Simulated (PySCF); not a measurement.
# Heteronuclear NMR

Structure with atom numbers: `[CH3:1][O:2][C:3]1=[O+:4][BH2-:5][O:6][CH:7]=[CH:8]1`. Hydrogens are named by the atom that carries them.

- PBE0-D3(BJ)/def2-SVP geometry
- GIAO PBE0/pcSseg-1 shieldings
- couplings computed with B3LYP/pcJ-1 (spin–dipole term only in couplings to heteroatoms)
- run in PySCF 2.14
- non-relativistic Hamiltonian, fast rotation and ring inversion assumed for equivalent nuclei, a single conformation, gas phase

Where does $^{17}$O resonate?

Answers


```csv
atoms,environment,σ (ppm),δ (ppm)
O6,"oxygen bonded to C, B, in a 6-membered ring",83.3,189.7
O4,donor oxygen of a Lewis adduct,104.7,170.7
O2,ester alkoxy oxygen,168.0,114.2
```

Shieldings were converted by a linear fit to measured shifts: $^{17}$O (scatter 13.4 ppm rms, 14.2 ppm with the 1 outlier that the fit left out vs liquid water, solution or neat liquid). Occasional misses reach two or three times the rms, and more in compound classes unlike the fitted ones. Couplings are scaled by factors fitted to measured values: $^{2}J$(H,H) × 0.91 (rms 0.6 Hz), $^{3}J$(H,H) × 0.91 (rms 0.4 Hz, 0.5 with 2 outliers); all others are unscaled and can be 10–30 % off.

Couplings (the largest are listed; each averaged over equivalent pairs; quadrupolar broadening usually hides them): $^{1}J$(O2,C3) = 28.0 Hz, $^{1}J$(O6,C7) = 27.5 Hz, $^{1}J$(C3,O4) = 22.6 Hz, $^{1}J$(C1,O2) = 21.1 Hz, $^{1}J$(O4,B5) = 10.9 Hz, $^{1}J$(B5,O6) = 9.0 Hz, $^{2}J$(O6,H(C7)) = -16.8 Hz, $^{2}J$(O2,C8) = -15.2 Hz, $^{2}J$(O4,H(B5)) = -10.0 Hz, $^{2}J$(O6,H(B5)) = -8.8 Hz, $^{2}J$(O2,H(C1)) = -6.2 Hz, $^{2}J$(O6,C8) = 4.7 Hz.

On a 400 MHz spectrometer $^{17}$O resonates near 54.2 MHz, so 1 ppm is 54.2 Hz.
